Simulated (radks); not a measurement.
Question: W II, configuration [Kr] 4d10 4f14 5s2 5p5 5d4 6s1 6p1 (not the ground configuration). Calculated with a radial shooting solver on a logarithmic mesh with Libxc functionals: Dirac Kohn-Sham, PBE, spin-unpolarised, spherical densities, finite nucleus; open shells are shared between the two j in proportion to 2j + 1; Fermi nuclear charge, rms radius 5.3658 fm.

Spin-orbit splittings of the eigenvalues, e(l+1/2) - e(l-1/2), with zeta = 2 splitting/(2l+1) and mean radii in bohr:

| shell | occ. | splitting (eV) | zeta (eV) | <r> j=l-1/2 | <r> j=l+1/2 |
|---|---|---|---|---|---|
| 2p | 6 | ? | ? | 0.06365 | 0.07161 |
| 3p | 6 | 292.5 | 195.0 | 0.1905 | 0.2053 |
| 3d | 10 | 63.62 | 25.45 | 0.1797 | 0.1842 |
| 4p | 6 | 67.77 | 45.18 | 0.4546 | 0.4878 |
| 4d | 10 | 12.49 | 4.996 | 0.5047 | 0.5161 |
| 4f | 14 | 2.248 | 0.6422 | 0.5997 | 0.6090 |
| 5p | 5 | 10.14 | 6.760 | 1.163 | 1.261 |
| 5d | 4 | 0.9307 | 0.3723 | 1.780 | 1.837 |
| 6p | 1 | 0.9804 | 0.6536 | 3.438 | 3.723 |

Estimate the 2p splitting.

Answer: 1353 eV (zeta = 901.8 eV).
